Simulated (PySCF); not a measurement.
tetrachloroaluminate (AlCl₄), SMILES [Cl][Al-]([Cl])([Cl])[Cl], charge -1. Atoms are numbered in the order given.

```xyz
5

Cl    -1.2592     1.2592    -1.2592
Al     0.0000     0.0000     0.0000
Cl     1.2592     1.2592     1.2592
Cl     1.2592    -1.2592    -1.2592
Cl    -1.2592    -1.2592     1.2592
```
Charge -1, spin multiplicity 1.

Coordinates come from a B3LYP-D3(BJ)/def2-SVPD optimisation.

The numbers are results of ωB97X/def2-SVPD (PySCF), not measurements.

Gas-phase values at a fixed geometry.

Computed frontier levels, gap, dipole moment and polarisability:
| Item | Value |
|---|---|
| highest occupied level | -6.98 eV |
| lowest empty level | 4.73 eV |
| orbital gap | 11.71 eV |
| dipole moment about the centre of nuclear charge | 0.00 D |
| mean static polarisability | 85.6 bohr³ (12.69 Å³) |
| polarisability, principal values | 85.6, 85.6, 85.6 bohr³ |
